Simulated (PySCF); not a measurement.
Compound: C4H4ClOP.
Geometry (PBE0/cc-pVDZ, Å), atoms numbered from 1 in this order:
```
atom  x, y, z in Å
O1    -1.1234   -0.1774    1.4367
P2    -0.0031   -0.4443    0.4640
C3     0.8130    0.9218   -0.4284
C4     2.1426    0.7869   -0.3147
C5     2.5656   -0.3663    0.5112
Cl6    4.2561   -0.6398    0.7356
C7     1.5869   -1.1223    1.0323
H8    -0.3227   -1.3316   -0.6189
H9     0.2982    1.7017   -0.9890
H10    2.8892    1.4391   -0.7721
H11    1.7177   -1.9988    1.6633
```

Theory: PBE0/cc-pVDZ geometry optimisation, gas phase (PySCF 2.14.0).

Masses are those of the commonest isotopes; rigid-rotor values at the optimised geometry. 

(1) Give the principal moments of inertia and the rotational constants in GHz.

(2) What kind of rotor is it?

(3) What does the inertial defect say?

(4) Where do the levels up to J = 5 lie, in MHz?

(5) Predict some low-J microwave lines.

Answers

(1) Ia = 97.33, Ib = 487.84, Ic = 562.99 u·Å²; 505379 MHz·u·Å²/I gives 5192, 1036 and 897.7 MHz, that is A = 5.1923, B = 1.0360, C = 0.8977 GHz.

(2) A near-prolate asymmetric top: κ = (2 × 1036 − 5192 − 897.7)/(5192 − 897.7) = -0.94.

(3) Not planar: Δ = Ic − Ia − Ib = -22.18 u·Å². For a rigid frame Δ = −2 Σ m c², so Σ m c² = 11.09 u·Å² lies off the ab plane: 3.03 from hydrogen and 8.06 from heavier atoms. The atom farthest from that plane is 1.69 Å away.

(4) Above 0(0,0):
J = 1: 1(0,1) 1934, 1(1,1) 6090, 1(1,0) 6228
J = 2: 2(0,2) 5797, 2(1,2) 9819, 2(1,1) 10234, 2(2,1) 22703, 2(2,0) 22706
J = 3: 3(0,3) 11585, 3(1,3) 15410, 3(1,2) 16240, 3(2,2) 28504, 3(2,1) 28521, 3(3,1) 49634, 3(3,0) 49634
J = 4: 4(0,4) 19286, 4(1,4) 22862, 4(1,3) 24244, 4(2,3) 36236, 4(2,2) 36287, 4(3,2) 57375, 4(3,1) 57375, 4(4,1) 86947, 4(4,0) 86947
J = 5: 5(0,5) 28886, 5(1,5) 32170, 5(1,4) 34243, 5(2,4) 45896, 5(2,3) 46014, 5(3,3) 67054, 5(3,2) 67056, 5(4,2) 96623, 5(4,1) 96623, 5(5,1) 134646, 5(5,0) 134646
Those of J = 1 are B + C, A + C and A + B.

(5) The dipole components are |μa| = 2.28 D, |μb| = 1.84 D, |μc| = 1.78 D. The squared components, which scale the intensities, stand as 1.00 : 0.65 : 0.61 (a : b : c). Some lines, for components of 0.1 D or more:

| type | branch | J(Ka,Kc) | MHz | lower level (cm⁻¹) |
| --- | --- | --- | --- | --- |
| a | Q | 4(1,3) ← 4(1,4) | 1383 | 0.763 |
| b | Q | 2(1,1) ← 2(0,2) | 4436 | 0.193 |
| a | R | 3(0,3) ← 2(0,2) | 5787 | 0.193 |
| a | R | 3(2,2) ← 2(2,1) | 5801 | 0.757 |
| a | R | 3(2,1) ← 2(2,0) | 5814 | 0.757 |
| c | R | 1(1,0) ← 0(0,0) | 6228 | 0.000 |
| a | R | 4(2,3) ← 3(2,2) | 7732 | 0.951 |
| c | R | 3(1,2) ← 2(0,2) | 10443 | 0.193 |
| c | Q | 3(2,2) ← 3(1,2) | 12264 | 0.542 |
| b | Q | 3(2,1) ← 3(1,2) | 12281 | 0.542 |
| b | Q | 2(2,0) ← 2(1,1) | 12473 | 0.341 |
| c | R | 4(1,3) ← 3(0,3) | 12659 | 0.386 |
| b | R | 5(1,5) ← 4(0,4) | 12884 | 0.643 |
| c | Q | 5(3,3) ← 5(2,3) | 21040 | 1.535 |
| c | Q | 4(3,2) ← 4(2,2) | 21088 | 1.210 |
| c | R | 5(3,3) ← 4(2,3) | 30818 | 1.209 |

Not checked by PBE0/cc-pVDZ frequencies. Constants of a rigid frame at the computed geometry: no zero-point averaging, no centrifugal distortion. Quadrupole hyperfine structure (35Cl) is left out.
